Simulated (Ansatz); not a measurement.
Species: C$_{2}$H$_{7}$NO, SMILES `COCN` (charge 0, multiplicity 1).

**Question.** Give a relaxed geometry from PBE0-D3(BJ)/def2-TZVP (Ansatz, a first-principles code).

**Answer.** This is not unique; one that fits is the end point of this relaxation, one of several conformers (outside a Z-matrix the atoms follow the SMILES, hydrogens last).
Z-matrix (Å, degrees):
```
C
H 1 1.0911
H 1 1.0987 2 108.74
O 1 1.4149 2 104.56 3 -116.66
C 4 1.3999 1 113.55 2 169.48
H 5 1.0902 4 107.56 1 -174.49
H 5 1.0984 6 108.21 4 121.69
H 5 1.1000 6 108.71 7 117.53
N 1 1.4276 2 108.96 3 117.67
H 9 1.0104 1 112.90 2 -173.11
H 9 1.0116 10 108.97 1 124.62
```
